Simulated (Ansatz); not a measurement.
Na2Se, relaxed as a singlet with RKS PBE-D4/def2-TZVP in Ansatz, starting from the GFN2-xTB geometry. Force threshold 0.02 eV/Å.

The structure comes from a short search, and lower isomers may exist.

Start:

Cartesian coordinates in Å:
```
Na 0.097 -2.452 -0.188
Na -0.097 2.452 0.188
Se 0.000 0.000 0.000
```

```csv
step,energy (eV),largest force component (eV/Å),SCF passes
1,-74167.7036,0.305,17
2,-74167.7232,0.040,16
3,-74167.7235,0.003,18
4,-74167.7239,0.010,19
5,-74167.7249,0.020,20
6,-74167.7430,0.068,19
7,-74167.7790,0.093,20
8,-74167.8128,0.167,19
9,-74167.8548,0.125,19
10,-74167.8632,0.083,21
11,-74167.8731,0.032,19
12,-74167.8734,0.001,22
```

Force components are those of the run's own axes.

End:

```xyz
3

Na    0.3182   -2.0873    0.2863
Na    0.1543    2.0380    0.6023
Se   -0.4725    0.0493   -0.8886
```

By distances, no bond broke or formed. The bond that changes most is Na1–Se3, from 2.46 to 2.56 Å (atoms count from 1).

The force fell under the threshold at step 3, but the optimiser went on and released 0.150 eV more. No frequencies were taken in this run, so the end may be a saddle point.

It took 8 s on 4 threads of Arm Neoverse V1 on a shared host.
